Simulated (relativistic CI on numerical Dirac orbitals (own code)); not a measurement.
Method of calculation: Dirac-Coulomb-Breit CI, KLI orbitals optimised for each configuration, a model potential for QED, unscaled Slater integrals (own radial code, finite nucleus).

The strongest absorption lines from the ground level of an ion, among the configurations computed and to levels below about 698 eV (vacuum wavelength in Å, gf): 28.260 (0.021), 28.409 (0.038), 31.591 (0.023), 32.557 (0.18), 32.857 (0.81), 32.999 (1.2), 34.431 (0.71), 36.547 (0.14).

**Question.** Which ion is it?
A. Tm46+
B. Tm48+
C. Ta50+
D. Pm38+

**Answer.** A. Tm46+ has 23 electrons and the ground level 3s²3p⁶3d⁵ ⁴P5/2; the strongest line goes to 3s²3p⁵3d⁶ ⁴P°5/2. The pattern of lines fixes the number of electrons, and along that sequence the line energies rise steadily with the charge (about as its square where n changes within one kind of shell, about linearly where n is kept but much faster in heavy ions where fine structure, which grows about as Z⁴, sets the gap, and irregularly where shells cross), which fixes Z. Configurations outside the model, such as inner-shell arrays, can give stronger lines. At this charge energies of transitions that change n are usually good to better than 1 %, and those within a shell (Δn = 0) to a few per cent.

LS names give the leading component of a level, which can be under half, so a name can repeat, a term be missing and a line seem to break the LS rules.
